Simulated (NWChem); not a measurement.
System: SiHOIF₂; SMILES O[Si](F)(F)I

Output (shortened):

```
             Northwest Computational Chemistry Package (NWChem) 7.3.0
             --------------------------------------------------------

                             Geometry "geometry" -> ""
                             -------------------------

 Output coordinates in angstroms (scale by  1.889725989 to convert to a.u.)

  No.       Tag          Charge          X              Y              Z
 ---- ---------------- ---------- -------------- -------------- --------------
    1 O                    8.0000    -1.61451600     1.62291800    -0.00899100
    2 Si                  14.0000    -0.04873900     1.17594800    -0.00052600
    3 F                    9.0000     0.71426600     1.77633800     1.27937800
    4 F                    9.0000     0.72842800     1.77501100    -1.27244900
    5 I                   53.0000     0.07978800    -1.21260500     0.00052900
    6 H                    1.0000    -1.82226700     2.56391300    -0.00321600

 Effective nuclear repulsion energy (a.u.)     566.8299560392

                                 NWChem DFT Module
                                 -----------------

 Summary of "ao basis" -> "ao basis" (spherical)
 ------------------------------------------------------------------------------
       Tag                 Description            Shells   Functions and Types
 ---------------- ------------------------------  ------  ---------------------
 O                         def2-svpd                 9       23   4s3p2d
 Si                        def2-svpd                10       24   5s3p2d
 F                         def2-svpd                 9       23   4s3p2d
 I                         def2-svpd                13       35   5s5p3d
 H                         def2-svpd                 4        8   2s2p

            General Information
            -------------------
          SCF calculation type: DFT
          Wavefunction type:  closed shell.
          No. of atoms     :     6
          No. of electrons :    66
           Alpha electrons :    33
            Beta electrons :    33
          Charge           :     0
          Spin multiplicity:     1
          Use of symmetry is: off; symmetry adaption is: off
          Maximum number of iterations: 150
          AO basis - number of functions:   136
                     number of shells:    54
          Convergence on energy requested:  1.00D-06
          Convergence on density requested:  1.00D-05
          Convergence on gradient requested:  5.00D-04

              XC Information
              --------------
                         B3LYP Method XC Potential
                     Hartree-Fock (Exact) Exchange  0.200
                        Slater Exchange Functional  0.800 local
                    Becke 1988 Exchange Functional  0.720 non-local
              Lee-Yang-Parr Correlation Functional  0.810
                  VWN I RPA Correlation Functional  0.190 local

             Grid Information
             ----------------
          Grid used for XC integration:  medium
          Radial quadrature: Mura-Knowles
          Angular quadrature: Lebedev.
          Tag              B.-S. Rad. Rad. Pts. Rad. Cut. Ang. Pts.
          ---              ---------- --------- --------- ---------
          O                   0.60       49          13.0       434
          Si                  1.10       88          12.0       590
          F                   0.50       49          13.0       434
          I                   1.40      123          12.0       590
          H                   0.35       45          14.0       434
          Grid pruning is: on
          Number of quadrature shells:   403
          Spatial weights used:  Erf1

      Superposition of Atomic Density Guess
      -------------------------------------

 Sum of atomic energies:        -909.65355402

      Non-variational initial energy
      ------------------------------

 Total energy =    -860.267351
 1-e energy   =   -2017.377725
 2-e energy   =     796.917640
 HOMO         =      -0.365112
 LUMO         =       0.001473

   convergence    iter        energy       DeltaE   RMS-Dens  Diis-err
 ---------------- ----- ----------------- --------- --------- ---------
 d= 0,ls=0.0,diis     1   -862.6248780514 -1.22D+03  1.86D-02  1.08D+00
 d= 0,ls=0.0,diis     2   -862.5528075724  7.21D-02  8.17D-03  2.14D+00
 d= 0,ls=0.0,diis     3   -862.7444098478 -1.92D-01  1.10D-03  1.92D-02
 d= 0,ls=0.0,diis     4   -862.7456663768 -1.26D-03  5.42D-04  2.62D-03
 d= 0,ls=0.0,diis     5   -862.7459409951 -2.75D-04  1.42D-04  3.36D-04
  Resetting Diis
 d= 0,ls=0.0,diis     6   -862.7459933369 -5.23D-05  2.00D-05  6.48D-06
 d= 0,ls=0.0,diis     7   -862.7459936428 -3.06D-07  2.01D-05  2.48D-06
 d= 0,ls=0.0,diis     8   -862.7459931834  4.59D-07  1.18D-05  7.37D-06
 d= 0,ls=0.0,diis     9   -862.7459938903 -7.07D-07  1.00D-06  1.18D-08

         Total DFT energy =     -862.745993890349
      One electron energy =    -2019.011363345349
           Coulomb energy =      869.333564206229
    Exchange-Corr. energy =      -73.260928573411
 Nuclear repulsion energy =      360.192733822181

 Numeric. integr. density =       65.999997312444

                       DFT Final Molecular Orbital Analysis
                       ------------------------------------

 Vector   31  Occ=2.000000D+00  E=-3.824407D-01
              MO Center=  3.8D-02, -3.2D-01, -9.1D-03, r^2= 3.6D+00
   Bfn.  Coefficient  Atom+Function         Bfn.  Coefficient  Atom+Function
  ----- ------------  ---------------      ----- ------------  ---------------
   106      0.483156  5 I  py               109      0.316291  5 I  py
    33     -0.205023  2 Si py                76     -0.198012  4 F  py
   103     -0.193982  5 I  py                53     -0.192170  3 F  py
    26      0.179158  2 Si s                 96     -0.174758  5 I  s
   100     -0.158293  5 I  py                79      0.127582  4 F  py

 Vector   32  Occ=2.000000D+00  E=-2.967535D-01
              MO Center=  6.4D-02, -1.1D+00,  1.2D-03, r^2= 2.3D+00
   Bfn.  Coefficient  Atom+Function         Bfn.  Coefficient  Atom+Function
  ----- ------------  ---------------      ----- ------------  ---------------
   107      0.609129  5 I  pz               110      0.490006  5 I  pz
   104     -0.243446  5 I  pz               101     -0.197410  5 I  pz
    37      0.148244  2 Si pz                51     -0.095592  3 F  s
    74      0.083853  4 F  s                105      0.079472  5 I  px
    53     -0.075760  3 F  py                 7     -0.069030  1 O  pz

 Vector   33  Occ=2.000000D+00  E=-2.966280D-01
              MO Center=  7.5D-02, -1.1D+00, -3.2D-04, r^2= 2.2D+00
   Bfn.  Coefficient  Atom+Function         Bfn.  Coefficient  Atom+Function
  ----- ------------  ---------------      ----- ------------  ---------------
   105      0.610421  5 I  px               108      0.491209  5 I  px
   102     -0.243900  5 I  px                99     -0.197780  5 I  px
    35      0.131322  2 Si px               107     -0.079290  5 I  pz
   110     -0.063781  5 I  pz                 3      0.061717  1 O  s
     4      0.058199  1 O  s                 74     -0.055502  4 F  s

 Vector   34  Occ=0.000000D+00  E=-4.533514D-02
              MO Center= -2.8D-01,  5.0D-02, -1.7D-04, r^2= 8.1D+00
   Bfn.  Coefficient  Atom+Function         Bfn.  Coefficient  Atom+Function
  ----- ------------  ---------------      ----- ------------  ---------------
    28      1.143330  2 Si s                 27      1.135826  2 Si s
    26      0.504193  2 Si s                 51     -0.446674  3 F  s
    74     -0.444567  4 F  s                109     -0.432266  5 I  py
     4     -0.429061  1 O  s                 97     -0.382864  5 I  s
    11     -0.351423  1 O  px               112     -0.327609  5 I  py

 Vector   35  Occ=0.000000D+00  E=-4.135194D-03
              MO Center= -1.0D+00,  1.3D+00, -2.8D-04, r^2= 1.0D+01
   Bfn.  Coefficient  Atom+Function         Bfn.  Coefficient  Atom+Function
  ----- ------------  ---------------      ----- ------------  ---------------
    28      0.855497  2 Si s                 12      0.630467  1 O  py
    11     -0.478750  1 O  px               112      0.436645  5 I  py
   130     -0.336294  6 H  s                 27      0.316978  2 Si s
    51     -0.298801  3 F  s                 74     -0.292227  4 F  s
   135      0.246855  6 H  py                26     -0.225216  2 Si s

 Vector   36  Occ=0.000000D+00  E= 1.940139D-02
              MO Center=  2.5D-01, -2.8D-01,  3.6D-03, r^2= 9.6D+00
   Bfn.  Coefficient  Atom+Function         Bfn.  Coefficient  Atom+Function
  ----- ------------  ---------------      ----- ------------  ---------------
    28      2.218357  2 Si s                  4     -1.220841  1 O  s
    51     -0.737740  3 F  s                 74     -0.736351  4 F  s
    36      0.557661  2 Si py               112     -0.450829  5 I  py
    97     -0.445580  5 I  s                 27      0.430400  2 Si s
    98      0.373704  5 I  s                 12     -0.307368  1 O  py

     Multipole analysis of the density
     ---------------------------------

     L   x y z        total         alpha         beta         nuclear
     -   - - -        -----         -----         ----         -------
     0   0 0 0      0.000000    -33.000000    -33.000000     66.000000

     1   1 0 0     -0.450561      0.192155      0.192155     -0.834871
     1   0 1 0      0.199801    -31.701868    -31.701868     63.603537
     1   0 0 1      0.001972      0.007526      0.007526     -0.013081

     2   2 0 0    -41.794868    -81.129525    -81.129525    120.464183
     2   1 1 0     -4.139835      8.285146      8.285146    -20.710128
     2   1 0 1     -0.007507     -0.014041     -0.014041      0.020576
     2   0 2 0    -35.383266   -268.593081   -268.593081    501.802897
     2   0 1 1      0.001965      0.043307      0.043307     -0.084649
     2   0 0 2    -43.463347    -74.055048    -74.055048    104.646749

 *** CALLING NEW AORESP DRIVER FOR CLOSED AND OPEN SHELLS ***
 Entering AOResponse driver routine

--------------------------------------------------------------------------------

          -----------------------------------------------
          Solving response equations for perturbing field
          -----------------------------------------------

 number of frequencies:     1
 frequency in a.u.:  0.7730000E-01
 Perturbing field: electric
 Using El. Dipole Length Gauge

 Setting up CPKS with frequency omega =      0.07730000 a.u.

                            NWChem Dynamic CPHF Module
                            --------------------------

    scftype = RHF
    nclosed =   33
      nopen =    0
  variables =     6798
  num. vecs =        3
  tolerance =   1.0D-04
  max. iter =   50

 SCF residual:    3.8969086564182762E-005

Iterative solution of linear equations
  No. of variables     6798
  No. of equations        3
  Maximum subspace       30
       Convergence  1.0D-04

   iter   nsub   residual    time
   ----  ------  --------  ---------
     1      3    5.23D+00      38.4
     2      6    1.68D+00      56.7
     3      9    8.75D-01      75.8
     4     12    9.56D-02      96.0
     5     15    4.86D-02     116.3
     6     18    6.43D-02     136.4
     7     21    2.44D-02     156.4
     8     24    7.00D-03     176.4
     9     27    1.32D-04     196.6
    10     30    4.72D-05     216.7

 Electric Dipole Response Matrix (nonzero elements):

              1        2        3
    1   57.0902  -2.9492   0.0081
    2   -2.9492  76.4446  -0.0101
    3    0.0081  -0.0101  54.7042

 ------------------------------------------
 average:        62.74631 + I       0.00000

 DFT Linear Response polarizability / au
 Frequency  =       0.0773000 / au
 Wavelength =     589.4353558 / nm
              X              Y              Z
 -----------------------------------------------
 X      57.0901622     -2.9491848      0.0080560
 Y      -2.9491613     76.4446267     -0.0100810
 Z       0.0080560     -0.0100813     54.7041546
 -----------------------------------------------
 Eigenvalues =      56.6507706     76.8840455     54.7041274
 Isotropic   =      62.7463145
 Anisotropic =      21.2734999
 -----------------------------------------------

 Magnetic Dipole Response Matrix (nonzero elements):
```

Level: B3LYP/def2-SVPD with def2 effective core potentials on I. Geometry: optimised at PBE0/def2-SVP. def2 effective core potentials on I; no spin-orbit coupling.

**Question.** Write an input that gives this output.

**Answer.** This is not unique; one that fits is the input that was run:
```
start job
memory heap 200 mb stack 900 mb global 1100 mb
geometry units angstroms noautosym nocenter noautoz
  O     -1.614516     1.622918    -0.008991
  Si    -0.048739     1.175948    -0.000526
  F      0.714266     1.776338     1.279378
  F      0.728428     1.775011    -1.272449
  I      0.079788    -1.212605     0.000529
  H     -1.822267     2.563913    -0.003216
end
basis spherical
  * library def2-svpd
end
ecp
  I library def2-ecp
end
dft
  xc b3lyp
  iterations 150
end
property
  response 1 0.0773
end
task dft property
```
